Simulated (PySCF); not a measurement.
SMILES [I][Zr]([I])([I])[I] (I₄Zr), singlet, PBE0/def2-SVP optimised geometry.

```
5

Zr    -0.89    -1.26     0.00
I     -1.79     1.26     0.00
I     -1.78    -2.53    -2.19
I      1.79    -1.26     0.00
I     -1.79    -2.52     2.19
```

Density from PySCF with PBE0/def2-TZVP, def2 effective core potentials past Kr at that geometry. The core electrons that the potentials of I, Zr replace are not part of the density.

Minimum of the electron density along straight lines between bonded atoms, close to the bond critical point (lines longer than 1.1 times the sum of covalent radii, or with two minima, are not listed):

```
bond    length / Å  ρ at the minimum / e bohr⁻³  ∇²ρ there / e bohr⁻⁵  position (fraction from the first atom)
------  ----------  ---------------------------  --------------------  ---------------------------------------
Zr1–I2       2.680                        0.069                  0.08                                     0.46
Zr1–I3       2.680                        0.069                  0.08                                     0.46
Zr1–I4       2.680                        0.069                  0.08                                     0.46
Zr1–I5       2.680                        0.069                  0.08                                     0.46
```
